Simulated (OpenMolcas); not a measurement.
## Pt4+: effect of the metal basis

Pt4+ with its 6 nearest fluoride ions at 1.889 Å, on the Ge site of Cs2GeF6 (a = 9.021 Å, distance in the model lattice 1.804 Å). The rest of the host is ab initio model potentials to 7.6 Å and point charges beyond; the distance is set by hand and nothing relaxes.

```
Program             : OpenMolcas 26.06
Method              : CASSCF
Spin-orbit coupling : RASSI with atomic mean-field integrals over the reference wave functions
```

Fixed: ligand basis ANO-RCC-VDZP, active space 6 electrons in 5 orbitals (5d), DKH2 Hamiltonian.

States (labels of O, the rotations of Oh). Energies in cm-1 above the lowest state or level, χT in cm3 K/mol.

```tsv
Run	Metal basis	Ground state	First state of that spin	First gap with spin-orbit (degeneracies)	χT at 300 K	First state of another spin	Cost
A	ANO-RCC-VDZP	1A1	1T1 34727	27215 (1, 2)	0.012	3T1 29366	roughly 50 core-seconds
B	ANO-RCC-VTZP	1A1	1T1 34054	26385 (1, 2)	0.013	3T1 28549	roughly 60 core-seconds
```

Against A, the first state of the same spin changes by -1.9 % in B.

Costs are those of the RASSCF and RASSI steps.

Without dynamic correlation the repulsion within the d shell is too large (B by tens of per cent), so at a given field states of lower spin stand too high. With metal d orbitals alone the field can be off either way by tens of per cent. Ligand-to-metal charge-transfer states are missing. With no ligand orbital active B as a rule stays too high, so bands that hang on it stand too high and its fall with covalency is understated. The least metal-like active orbital is 67 % on the metal (Löwdin) and no ligand orbital is active, so the numbers are rough, and ground spin, moment and any spin crossover can be artefacts of this space; highly charged d ions in such sites are as a rule low spin (holds for A). The least metal-like active orbital is 68 % on the metal (Löwdin) and no ligand orbital is active, so the numbers are rough, and ground spin, moment and any spin crossover can be artefacts of this space; highly charged d ions in such sites are as a rule low spin (holds for B). No measured value stands beside these numbers; the geometry was set by hand and not optimised.
